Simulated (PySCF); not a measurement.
# Computed structure and properties of [OsO3(H2O)2]2+

System: [OsO3(H2O)2]2+ (singlet); start: displaced along the imaginary mode (C1). Method: PySCF 2.14.0, RKS TPSS, Os def2-SVP with ECP60, O def2-SVP, H def2-SVP; non-relativistic Hamiltonian with scalar-relativistic core potentials where named; density fitting; no spin-orbit coupling.

Input of the relaxation:

```python
mol = gto.M(atom='''
Os     0.07629     0.07478     0.00777
O      0.16781     0.18420     1.69070
O      1.66237    -0.22796    -0.50438
O     -0.22649     1.65094    -0.53026
O     -2.05312    -0.12834    -0.31256
H     -2.71718    -0.79023     0.08318
H     -2.56458     0.64298    -0.67969
O     -0.11820    -2.03817    -0.33901
H     -0.93216    -2.64540    -0.39085
H      0.69065    -2.57475    -0.56400''',
    basis={'Os': 'def2-SVP', 'O': 'def2-SVP', 'H': 'def2-SVP'},
    ecp={'Os': 'def2-SVP'},
    charge=2, spin=0)
mf = dft.RKS(mol, xc='TPSS')
mf.grids.atom_grid = (50, 194)
mf = mf.density_fit()  # fitting sets: Os def2-universal-JKFIT, O def2-universal-JKFIT, H def2-universal-JKFIT
mf.conv_tol = 1e-08; mf.max_cycle = 55
mf.kernel(dm0)  # dm0: converged density of the start geometry
# quasi-Newton relaxation in Cartesian coordinates to a largest gradient under 0.00045 Eh/bohr, steps kept in the point group
```

Run from Python with OMP_NUM_THREADS=2; the lines above give its settings. Where DIIS fails, smearing, a level shift and second-order steps follow.
It took 3.6 min on 2 threads of Arm Neoverse V2 (shared host), from the converged density of the start.

Course of the relaxation:

| step | energy above end (eV) | largest force component within the symmetry (eV/Å) |
| --- | --- | --- |
| 0 | 0.1601 | 0.939 |
| 1 | 0.1227 | 0.123 |
| 2 | 0.1165 | 0.067 |
| 3 | 0.1070 | 0.293 |
| 4 | 0.0999 | 0.483 |
| 5 | 0.0874 | 0.415 |
| 6 | 0.0634 | 0.374 |
| 7 | 0.0443 | 0.343 |
| 24 | 0.0005 | 0.053 |
| 25 | 0.0003 | 0.064 |
| 26 | 0.0001 | 0.035 |
| 27 | 0.0001 | 0.030 |
| 28 | 0.0000 | 0.027 |
| 29 | 0.0000 | 0.008 |
(The steps between are left out.)

Relaxed geometry (Cs):

```xyz
10

Os    0.1362    0.0254    0.0865
O    -0.1344    0.5000    1.6860
O     1.7939   -0.3205    0.0073
O    -0.0673    1.3974   -0.8788
O    -2.0565   -0.3437   -0.1031
H    -2.6278   -0.4053    0.7047
H    -2.5864    0.1363   -0.7898
O    -0.1110   -1.9318   -0.6235
H    -0.9947   -2.3498   -0.7967
H     0.6333   -2.5599   -0.8317
```

| contact | Å |
| --- | --- |
| Os1–O2 (O) | 1.690 |
| Os1–O3 (O) | 1.695 |
| Os1–O4 (O) | 1.690 |
| Os1–O5 (H2O) | 2.232 |
| Os1–O8 (H2O) | 2.097 |

On the finer grid (75, 302):

| Quantity | Value |
| --- | --- |
| HOMO | -19.98 eV |
| LUMO | -16.92 eV |
| Dipole about the centre of mass | 9.40 D |
| Set of Mulliken populations of Os1 outside the core potential | s 2.48, p 6.30, d 5.61, f 0.19 |
| D3(BJ) dispersion energy (not in the energies) | -0.286 eV |

```csv
atom,Mulliken (e),Löwdin (e),spin (e)
Os1,1.42,0.59,0.00
O2,-0.06,0.14,0.00
O3,-0.07,0.15,0.00
O4,-0.06,0.14,0.00
O5,-0.27,0.05,0.00
H6,0.31,0.19,0.00
H7,0.31,0.19,0.00
O8,-0.25,0.13,0.00
H9,0.32,0.20,0.00
H10,0.34,0.22,0.00
```

No frequency check is given for this geometry.

Rigid scan of O along the line from its metal:

```json
{"distance to O2 (Å)": "1.39", "energy (eV)": "4.429"}
{"distance to O2 (Å)": "1.49", "energy (eV)": "1.598"}
{"distance to O2 (Å)": "1.59", "energy (eV)": "0.327"}
{"distance to O2 (Å)": "1.69", "energy (eV)": "0.000"}
{"distance to O2 (Å)": "1.79", "energy (eV)": "0.225"}
{"distance to O2 (Å)": "1.89", "energy (eV)": "0.756"}
{"distance to O2 (Å)": "1.99", "energy (eV)": "1.437"}
{"distance to O2 (Å)": "2.14", "energy (eV)": "2.542"}
```

Taking off one H2O (charge 0, singlet; the rest: singlet) in vacuum, both parts rigid, costs 3.32 eV; the small basis without counterpoise inflates it. Parting with an electron moved from the ligand to the metal can be far cheaper, even downhill.

Rigid scan of H2O along the line from its metal:

distance to O5 (Å), energy (eV) and a bar:
```
     1.93      0.640 ##############################
     2.03      0.237 ###########
     2.13      0.048 ##
     2.23      0.000 
     2.33      0.040 ##
     2.43      0.134 ######
     2.63      0.395 ###################
```

One start shape was tried, so this needn't be the lowest isomer.
